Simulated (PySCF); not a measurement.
## Correlation energy of Bi²⁺ (bismuth, charge +2)

[Xe] 4f14 5d10 6s2 6p1, 2P determinant. Calculation: PySCF 2.14, in aug-cc-pVTZ-PP with one added diffuse shell each of d, f type with ECP60MDF (6s5p5d3f, 67 functions); scalar relativity through the core potential. Frozen: 5s2 5p6 5d10; 3 electrons correlated.

```json
{"level": "CCSD", "correlation energy (mhartree)": "-36.41"}
{"level": "(T)", "correlation energy (mhartree)": "-0.36"}
{"level": "CCSD(T)", "correlation energy (mhartree)": "-36.77"}
```

Diagnostics: T1 = 0.0060, D1 = 0.0136, largest double amplitude 0.073.

Spin-orbit coupling, absent here, splits the open shell strongly.

Cost of the coupled-cluster step: about 3 core-seconds, for 3 correlated electrons.

Iterations:

```
CC2 = 0
CCSD nocc = (np.int64(2), np.int64(1)), nmo = (58, 58)
frozen orbitals [[0, 1, 2, 3, 4, 5, 6, 7, 8], [0, 1, 2, 3, 4, 5, 6, 7, 8]]
max_cycle = 100
direct = 0
conv_tol = 1e-08
conv_tol_normt = 1e-06
diis_space = 8
diis_start_cycle = 0
Init t2, MP2 energy = -0.0278783913645929
Init E_corr(UCCSD) = -0.0278783913654459
cycle = 1  E_corr(UCCSD) = -0.0338784287309811  dE = -0.00600003737  norm(t1,t2) = 0.0330447
cycle = 2  E_corr(UCCSD) = -0.0355398717234999  dE = -0.00166144299  norm(t1,t2) = 0.0116775
cycle = 3  E_corr(UCCSD) = -0.0364147751355346  dE = -0.000874903412  norm(t1,t2) = 0.00455562
cycle = 4  E_corr(UCCSD) = -0.0364037098102781  dE = 1.10653253e-05  norm(t1,t2) = 0.000438599
cycle = 5  E_corr(UCCSD) = -0.0364063135618112  dE = -2.60375153e-06  norm(t1,t2) = 5.52371e-05
cycle = 6  E_corr(UCCSD) = -0.0364059260166823  dE = 3.87545129e-07  norm(t1,t2) = 6.03438e-06
cycle = 7  E_corr(UCCSD) = -0.0364060566225352  dE = -1.30605853e-07  norm(t1,t2) = 9.27737e-07
cycle = 8  E_corr(UCCSD) = -0.0364060239236472  dE = 3.2698888e-08  norm(t1,t2) = 1.97467e-07
cycle = 9  E_corr(UCCSD) = -0.0364060258776789  dE = -1.95403172e-09  norm(t1,t2) = 3.77629e-08
UCCSD converged
E(UCCSD) = -212.7660513108233  E_corr = -0.03640602587767892
UCCSD(T) correction = -0.000361394760672418
```
